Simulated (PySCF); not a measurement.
C4H6BFO, SMILES O=C1CCCB1F. Atoms are numbered in the order given.

```xyz
13

O      1.9640     0.8924    -0.1047
C      0.9543     0.2212    -0.0703
C      0.8843    -1.2876     0.1830
C     -0.5375    -1.5589     0.7213
C     -1.4894    -0.5621     0.0051
B     -0.5896     0.6927    -0.2402
F     -0.9733     1.9162    -0.5492
H      1.7032    -1.6364     0.8305
H      1.0181    -1.7797    -0.8004
H     -0.8401    -2.6087     0.5905
H     -0.5576    -1.3596     1.8061
H     -1.7528    -0.9498    -1.0021
H     -2.4458    -0.3904     0.5227
```
Charge 0, spin multiplicity 1.

Geometry optimised at B3LYP-D3(BJ)/def2-SVP. The structure was generated by enumeration, and PubChem lists no compound with its InChIKey, so it may never have been made. One conformer was computed; it need not be the lowest.

Level of theory: PySCF with B3LYP/pcSseg-1.

GIAO shieldings, no solvent; atoms listed in one row are averaged. δ = σ(ref) − σ: ¹⁷O against H2O (σ = 333.8 ppm); ¹³C against TMS (σ = 181.3 ppm); ¹¹B against BF3 (σ = 86.3 ppm); ¹⁹F against CFCl3 (σ = 161.7 ppm); ¹H against TMS (σ = 31.68 ppm), references at their B3LYP-D3(BJ)/def2-TZVP geometries, non-relativistic.

```tsv
nucleus	atoms	count	δ (ppm)
¹⁷O	O1	1	915.5
¹³C	C2	1	251.0
¹³C	C3	1	55.5
¹³C	C5	1	26.9
¹³C	C4	1	23.6
¹¹B	B6	1	40.3
¹⁹F	F7	1	-49.4
¹H	H8	1	2.70
¹H	H10	1	2.52
¹H	H9	1	2.35
¹H	H11	1	2.07
¹H	H13	1	1.87
¹H	H12	1	1.29
```
